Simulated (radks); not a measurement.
Spherical quantum dot in the effective-mass picture: electrons in a parabolic well V = omega^2 r^2 / 2 with omega = 0.0786, with a point charge +1 (a donor) at the centre, all in effective atomic units (hartree* = m*/eps^2 hartree, bohr* = eps/m* bohr), one dielectric constant everywhere. Method: non-relativistic Kohn-Sham, LDA (Slater exchange, Perdew-Wang correlation), spin-polarised, spherical densities; computed with a radial shooting solver with Libxc functionals. Levels are named by radial order and angular momentum (1s, 1p, 1d, 2s, ...), and open shells are averaged over m. Results are scaled to m* = 0.032 and eps = 7.8, for which hartree* = 14.31 meV and bohr* = 12.9 nm. Each electron was tried in the lowest free levels, single moves between levels near the top were tried too, and the lowest total energy was kept; such a search can miss a lower state. At N = 1 the Hartree and exchange-correlation terms need not cancel, so that row can carry a self-interaction error.

N,open shells,2S,E (meV),mu = E(N) - E(N-1) (meV),addition energy mu(N+1) - mu(N) (meV),e(HOMO) (meV),rms radius (nm)
1,"1s(up 1, down 0)",1,-6.70782,-6.7078,6.808,-3.6233,22.83
2,none,0,-6.60790,0.099914,4.924,1.9029,33.58
3,"1p(up 1, down 0)",1,-1.58352,5.0244,1.599,5.8137,56.13
4,"1p(up 2, down 0)",2,5.04001,6.6235,1.580,7.4252,68.28
5,"1p(up 3, down 0)",3,13.2437,8.2037,1.514,8.9696,77.16
6,"1p(up 3, down 0) 2s(up 1, down 0)",4,22.9611,9.7174,1.739,10.432,84.89
7,"1p(up 3, down 1) 2s(up 1, down 0)",3,34.4179,11.457,1.291,12.105,91.31
8,"1p(up 3, down 2) 2s(up 1, down 0)",2,47.1660,12.748,1.269,13.387,96.87
9,"2s(up 1, down 0)",1,61.1829,14.017,1.247,14.642,101.8
10,none,0,76.4465,15.264,1.591,15.897,106.5
11,"1d(up 1, down 0)",1,93.3009,16.854,1.133,17.425,111.1
12,"1d(up 2, down 0)",2,111.288,17.987,1.111,18.546,115.2
13,"1d(up 3, down 0)",3,130.386,19.098,1.089,19.646,119.0
14,"1d(up 4, down 0)",4,150.574,20.187,1.069,20.725,122.6
15,"1d(up 5, down 0)",5,171.830,21.256,1.222,21.783,126.0
16,"1d(up 5, down 1)",4,194.307,22.478,1.010,22.985,129.2
17,"1d(up 5, down 2)",3,217.795,23.487,0.9957,23.988,132.3
18,"1d(up 5, down 3)",2,242.278,24.483,0.9817,24.976,135.2
19,"1d(up 5, down 4)",1,267.743,25.465,0.9678,25.951,138.0
20,none,0,294.175,26.433,1.299,26.912,140.6
21,"1f(up 1, down 0)",1,321.907,27.732,0.9229,28.195,143.3
22,"1f(up 2, down 0)",2,350.562,28.655,0.9120,29.113,145.9
23,"1f(up 3, down 0)",3,380.129,29.567,0.9014,30.019,148.4
24,"1f(up 4, down 0)",4,410.597,30.468,0.8911,30.916,150.8
25,"1f(up 5, down 0)",5,441.957,31.359,0.8810,31.802,153.1
26,"1f(up 6, down 0)",6,474.197,32.240,0.8713,32.678,155.3
27,"1f(up 7, down 0)",7,507.309,33.112,1.005,33.544,157.5
28,"1f(up 7, down 1)",6,541.425,34.116,0.8432,34.539,159.6
29,"1f(up 7, down 2)",5,576.385,34.960,0.8356,35.379,161.7
30,"1f(up 7, down 3)",4,612.180,35.795,0.8281,36.210,163.7
31,"1f(up 7, down 4)",3,648.803,36.623,0.8207,37.035,165.7
32,"1f(up 7, down 5)",2,686.247,37.444,0.8134,37.852,167.6
33,"1f(up 7, down 6)",1,724.504,38.257,0.8063,38.662,169.4
34,none,0,763.567,39.064,0.9252,39.464,171.3
35,"3s(up 1, down 0)",1,803.556,39.989,0.8402,40.386,173.1
36,"2p(up 1, down 0) 3s(up 1, down 0)",2,844.385,40.829,0.7908,41.225,174.8
37,"2p(up 2, down 0) 3s(up 1, down 0)",3,886.005,41.620,0.7876,42.014,176.6
38,"2p(up 3, down 0) 3s(up 1, down 0)",4,928.412,42.407,0.8355,42.800,178.3
39,"2p(up 3, down 0) 1g(up 1, down 0) 3s(up 1, down 0)",5,971.655,43.243,0.7596,43.624,179.9
40,"2p(up 3, down 0) 1g(up 2, down 0) 3s(up 1, down 0)",6,1015.66,44.002,0.7542,44.380,181.6
41,"2p(up 3, down 0) 1g(up 3, down 0) 3s(up 1, down 0)",7,1060.41,44.757,0.7488,45.132,183.2
42,"2p(up 3, down 0) 1g(up 4, down 0) 3s(up 1, down 0)",8,1105.92,45.505,0.7436,45.878,184.8
43,"2p(up 3, down 0) 1g(up 5, down 0) 3s(up 1, down 0)",9,1152.17,46.249,0.7384,46.619,186.3
44,"2p(up 3, down 0) 1g(up 6, down 0) 3s(up 1, down 0)",10,1199.16,46.987,-,47.355,187.9

All shells are closed at N = 2, 10, 20, 34 (there: 1s2 1p6 1d10 2s2 1f14); the second difference of the energy has clear peaks (12 % above both neighbours; the first and last values, which can be the largest, are not judged, and half-filled shells can peak too) at N = 6, 10, 15, 20, 27.
